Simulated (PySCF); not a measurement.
Ti(F)3(OH)(OH2) (F₃H₃O₂Ti), SMILES [OH][Ti](<-[OH2])([F])([F])[F], multiplicity 1.

Geometry optimised at B3LYP-D3(BJ)/def2-SVP. The multiplicity is an assumed one; other spin states were not compared. One conformer was computed; it need not be the lowest.

Method: PBE/def2-TZVP (PySCF).

Isolated molecule, no solvent.

* **total energy**: -1301.10933 hartree
* **highest occupied level**: -8.07 eV
* **lowest empty level**: -3.12 eV
* **orbital gap**: 4.95 eV
* **dipole moment**: 1.25 D
* **quadrupole, principal values (traceless, Buckingham form, about the centre of nuclear charge)**: -12.21, -6.69, 18.89 D·Å
* **mean static polarisability**: 45.2 bohr³ (6.70 Å³)
* **polarisability, principal values**: 40.1, 41.4, 54.2 bohr³
